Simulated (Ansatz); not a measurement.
Calculated with Ansatz (gas phase, PBE0-D4/def2-TZVP geometries, no zero-point term in ΔE). CCSD(T)/CBS is the MP2 limit (def2-TZVPP, def2-QZVPP) plus CCSD(T) − MP2 in def2-TZVPP, frozen cores. This one scheme is used for every species. Each species was taken in one conformer, which may not be the lowest.

`BBC` + `O[SiH2]F` → `CBO[SiH2]F` + BH₃  (cleavage of the B–B bond)

`BBC`:

Z-matrix (Å, degrees):
```
C
B 1 1.564
H 1 1.091 2 116.3
H 1 1.100 2 106.4 3 120.0
H 1 1.095 2 111.4 3 -126.3
B 2 1.639 1 128.0 3 -9.5
H 2 1.210 1 116.2 3 172.3
H 6 1.201 2 122.0 1 93.1
H 6 1.201 2 122.4 1 -89.2
```

`O[SiH2]F`:

```xyz
6

O    -0.112    1.102    0.626
Si    0.059   -0.389   -0.007
F     1.269   -0.433   -1.047
H    -0.458    1.806    0.075
H     0.387   -1.283    1.118
H    -1.145   -0.803   -0.765
```

`CBO[SiH2]F`:

Cartesian coordinates in Å:
```
C 1.932 0.590 0.364
B 0.554 -0.131 0.428
O -0.411 0.135 -0.497
Si -1.946 -0.410 -0.657
F -2.935 0.717 -0.125
H 2.109 1.132 1.300
H 2.027 1.286 -0.470
H 2.739 -0.149 0.306
H 0.306 -0.940 1.288
H -2.160 -1.625 0.158
H -2.215 -0.606 -2.095
```

BH₃:

Cartesian coordinates in Å:
```
B 0.000 0.000 0.000
H -0.442 1.041 0.381
H 1.181 -0.156 -0.072
H -0.739 -0.885 -0.309
```

```json
{"species": "`BBC`", "MP2/def2-QZVPP energy (Eh)": "-91.12352"}
{"species": "`O[SiH2]F`", "MP2/def2-QZVPP energy (Eh)": "-465.88381"}
{"species": "`CBO[SiH2]F`", "MP2/def2-QZVPP energy (Eh)": "-530.54198"}
{"species": "BH₃", "MP2/def2-QZVPP energy (Eh)": "-26.52238"}
```

(1) Work out ΔE.

Largest T1 diagnostic among the species: 0.012.

Answers

(1) ΔE = (-530.54198) + (-26.52238) − (-91.12352) − (-465.88381) = -0.05703 Eh = -1.55 eV. CCSD(T)/CBS gives -1.48 eV.

In def2-TZVPP, CCSD(T) changes the Hartree–Fock value by +0.13 eV (the triples alone add +0.00 eV) and MP2 by +0.08 eV. From PBE to PBE0 (25 % exact exchange), in def2-TZVPP and without D4, ΔE moves by −0.08 eV.
